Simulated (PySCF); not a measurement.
A side-by-side comparison of computed properties.

First species: C6H10N2OSi.
SMILES: `c1nn(c([SiH3])c1C(=O)C)C`

Second species: C₁₁H₉N.
Numbering: `[cH:1]1[cH:2][cH:3][c:4](-[c:5]2[cH:6][cH:7][cH:8][n:9][cH:10]2)[cH:11][cH:12]1` (hydrogens: H13 on C1; H14 on C2; H15 on C3; H16 on C6; H17 on C7; H18 on C8; H19 on C10; H20 on C11; H21 on C12)

Levels: PBE0/pcSseg-1 for dipole moment, HOMO energy, LUMO energy and HOMO–LUMO gap; GFN2-xTB for rotational constant A and rotational constant C. Geometries: GFN2-xTB. All species are isolated and taken at one optimised geometry, non-relativistic unless stated; the electronic structure was computed with PySCF and density fitting.

The conformers computed, where there is a choice (atom-mapped SMILES and torsion angles):
- `[CH3:1][C:2](=[O:3])[c:4]1[cH:5][n:6][n:7]([CH3:8])[c:9]1[SiH3:10]`: C1–C2–C4–C5 0°
- `[cH:1]1[cH:2][cH:3][c:4](-[c:5]2[cH:6][cH:7][cH:8][n:9][cH:10]2)[cH:11][cH:12]1`: C3–C4–C5–C6 -139°

```csv
property,column X,column Y
dipole moment,1.56 D,2.33 D
HOMO energy,-7.48 eV,-6.92 eV
LUMO energy,-1.33 eV,-1.16 eV
HOMO–LUMO gap,6.15 eV,5.76 eV
rotational constant A,1.675 GHz,2.939 GHz
rotational constant C,0.659 GHz,0.489 GHz
```

Question: Which column belongs to which species?

Answer: Column X is the first species and column Y the second. The first has 20 atoms and 82 electrons, the second 21 and 82.

Question: How does each property change from the first species to the second?

Answer: dipole moment +0.77 D; HOMO energy +0.56 eV; LUMO energy +0.17 eV; HOMO–LUMO gap -0.39 eV; rotational constant A +1.264 GHz; rotational constant C -0.170 GHz.

On the first: In atomic units the dipole is 0.61 e·bohr (1 au = 2.5417 D).

On the second: A dipole of 2.33 D is allowed in C1, and pure rotational transitions are dipole-allowed. The dipole equals about 7.8 × 10⁻³⁰ C·m (1 D = 3.33564 × 10⁻³⁰ C·m).
